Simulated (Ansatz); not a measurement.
One change: `[SeH][SnH2][SeH]` becomes `[SeH][SiH2][SeH]`.

Ansatz, PBE0-D4/def2-TZVP geometries, multiplicity 1. Each molecule was computed in one conformer, which needn't be the lowest.

Elements past krypton have def2 core potentials. Scalar relativity is left out up to krypton.

```
                               property  `[SeH][SnH2][SeH]`
      LUMO energy (PBE/def2-TZVPP) / eV               -2.14
HOMO–LUMO gap (ωB97M-V/def2-TZVPP) / eV                9.51
  HOMO energy (ωB97M-V/def2-TZVPP) / eV               -9.05
   HOMO–LUMO gap (PBE0/def2-TZVPP) / eV                5.63
    HOMO–LUMO gap (PBE/def2-TZVPP) / eV                3.69
  LUMO energy (ωB97M-V/def2-TZVPP) / eV                0.46
```

Question: What does the change do to each property? (Best estimate.)

Answer: The calculation gave: 
| property | `[SeH][SiH2][SeH]` | shift |
| --- | --- | --- |
| LUMO energy (PBE/def2-TZVPP) / eV | -1.47 | 0.67 |
| HOMO–LUMO gap (ωB97M-V/def2-TZVPP) / eV | 10.37 | 0.86 |
| HOMO energy (ωB97M-V/def2-TZVPP) / eV | -9.15 | -0.10 |
| HOMO–LUMO gap (PBE0/def2-TZVPP) / eV | 6.42 | 0.79 |
| HOMO–LUMO gap (PBE/def2-TZVPP) / eV | 4.46 | 0.77 |
| LUMO energy (ωB97M-V/def2-TZVPP) / eV | 1.22 | 0.76 |

With PBE0 the HOMO falls by 0.09 eV and the LUMO rises by 0.69 eV, so the gap widens by about 0.78 eV. PBE moves the HOMO by -0.09 eV and ωB97M-V by -0.10 eV.

Spin–orbit coupling is left out; it splits and shifts lone-pair levels of the heavy atoms by tenths of an eV.
